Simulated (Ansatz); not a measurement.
C3H11MoN3, SMILES `C[N]=[Mo]([CH3])([NH2])=[N]C`, relaxed with RKS PBE0-D4/def2-TZVP in the Gaussian-basis code of Ansatz from a PBE-D4/def2-SVP geometry. The force threshold is 0.005 eV/Å; the program also tests the step.

Total charge 0; spin multiplicity 1. Mo takes the def2 core potential.

Start:

```xyz
18

C     0.228    2.177   -1.638
N     0.226    1.419   -0.431
Mo    0.214    0.031    0.641
C    -1.570    0.265    1.795
N     1.807    0.003    1.790
N     0.000   -1.497   -0.196
C    -0.139   -2.415   -1.276
H     0.228    3.270   -1.423
H     1.132    1.961   -2.253
H    -0.665    1.960   -2.268
H    -2.475    0.284    1.155
H    -1.523    1.216    2.366
H    -1.658   -0.585    2.505
H     2.303   -0.853    2.060
H     2.424    0.812    1.922
H    -0.973   -2.133   -1.959
H     0.791   -2.469   -1.887
H    -0.349   -3.444   -0.902
```

| step | energy (eV) | largest force (eV/Å) | largest move (Å) |
| --- | --- | --- | --- |
| 1 | -9611.8931 | 0.809 | 0.000 |
| 2 | -9611.9773 | 0.242 | 0.039 |
| 3 | -9611.9838 | 0.045 | 0.015 |
| 4 | -9611.9838 | 0.068 | 0.022 |
| 5 | -9611.9842 | 0.040 | 0.016 |
| 6 | -9611.9842 | 0.047 | 0.016 |
| 7 | -9611.9850 | 0.007 | 0.035 |
| 8 (rejected) | -9611.9832 | 0.202 | 0.115 |
| 9 (rejected) | -9611.9847 | 0.088 | 0.019 |
| 10 | -9611.9851 | 0.005 | 0.009 |
| 11 | -9611.9853 | 0.125 | 0.099 |
| 13 | -9611.9874 | 0.042 | 0.046 |
| 15 (rejected) | -9611.9697 | 0.452 | 0.052 |
| 17 | -9611.9891 | 0.101 | 0.098 |
| 19 (rejected) | -9611.9904 | 0.044 | 0.009 |
| 21 | -9611.9916 | 0.113 | 0.095 |
| 23 | -9611.9946 | 0.037 | 0.056 |
| 25 | -9611.9965 | 0.045 | 0.013 |
| 27 | -9611.9976 | 0.049 | 0.065 |
| 29 | -9611.9986 | 0.037 | 0.049 |
| 31 | -9611.9991 | 0.034 | 0.018 |
| 33 | -9611.9993 | 0.008 | 0.017 |
| 35 | -9611.9994 | 0.012 | 0.008 |
| 37 | -9611.9995 | 0.004 | 0.016 |
| 38 | -9611.9995 | 0.002 | 0.006 |

End:

```xyz
18

C     0.164    2.158   -1.627
N     0.234    1.400   -0.431
Mo    0.257    0.029    0.627
C    -1.487    0.263    1.824
N     1.879   -0.015    1.714
N     0.005   -1.468   -0.204
C    -0.199   -2.384   -1.268
H    -0.643    2.897   -1.559
H     1.099    2.704   -1.795
H    -0.027    1.528   -2.503
H    -2.391    0.287    1.213
H    -1.418    1.200    2.384
H    -1.560   -0.574    2.524
H     2.365   -0.867    1.949
H     2.497    0.777    1.818
H    -0.297   -1.877   -2.234
H     0.636   -3.092   -1.336
H    -1.112   -2.965   -1.096
```

Run time 2.2 min (2 threads of an AMD EPYC 7R13 on a shared host and a share of an NVIDIA H100 80 GB); peak host memory 0.94 GiB.
